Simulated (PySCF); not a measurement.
A species of formula C3H7NSi has this rotational fingerprint, computed with PBE0-D3(BJ)/def2-SVP geometry optimisation, gas phase in PySCF:

| Quantity | Value |
| --- | --- |
| Rotational constants | A = 5744, B = 2774, C = 2084 MHz |
| Dipole components | \|μa\| = 0.65 D, \|μb\| = 0.68 D, \|μc\| = 0.11 D |
| Inertial defect | -27.67 u·Å² |
| κ | -0.62 |

Question: Which structure is it? (One computed conformer of each.)
A. `[SiH3:1][CH2:2][C@H:3]1[CH:4]=[N:5]1` with Si1–C2–C3–C4 -31°
B. `[CH:1]#[C:2][Si@@H:3]([CH3:4])[NH2:5]` with C2–Si3–N5–H -174° and 46°
C. `[H]/[N:1]=[CH:2]\[C@@H:3]1[CH2:4][SiH2:5]1` with N1–C2–C3–C4 -152°

Answer: B. It is C#C[Si@@H](C)N, an asymmetric top, point group C1. The candidates at the same level (rigid rotor, commonest isotopes):

```tsv
SMILES	A (MHz)	B (MHz)	C (MHz)	μa (D)	μb (D)	μc (D)	Δ (u·Å²)	point group	rotor
[H]/N=C\[C@@H]1C[SiH2]1	9725	2332	2102	2.83	0.42	0.97	-28.21	C1	near-prolate asymmetric top
[SiH3]C[C@H]1C=N1	8278	2668	2331	0.33	1.10	1.86	-33.68	C1	asymmetric top
C#C[Si@@H](C)N	5744	2774	2084	0.65	0.68	0.11	-27.67	C1	asymmetric top
```

`[H]/N=C\[C@@H]1C[SiH2]1` has A 69 % too high; `[SiH3]C[C@H]1C=N1` has A 44 % too high. No structure here is proved a minimum.
